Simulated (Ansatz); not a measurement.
| atom | x (Å) | y (Å) | z (Å) |
| --- | --- | --- | --- |
| C | 0.0000 | -0.4117 | -0.0523 |
| O | 0.0000 | -0.3905 | 1.1538 |
| N | 0.0000 | 0.6799 | -0.8543 |
| H | 0.0000 | -1.3629 | -0.6417 |
| H | 0.0000 | 0.5969 | -1.8606 |
| H | 0.0000 | 1.6013 | -0.4339 |

Basis set: def2-TZVP (spherical functions). Frozen core: 3 orbitals. Charge 0, multiplicity 1.

Computed with Ansatz (development build ahead of 0.2.0); each method stands on the lowest determinant of its kind that the runs found. Restricted open shells among the atoms or ions are ROHF, correlated in semicanonical orbitals with singles.

The atomization energy at this shape (free ground-state atoms in the same class of orbitals less the molecule, no zero-point energy) of singlet CH₃NO:

```json
{"method": "RHF", "atomization energy": "1605.6 kJ/mol"}
```

(1) What does RHF-MP2 give?

Answers

(1) 2331.9 kJ/mol.
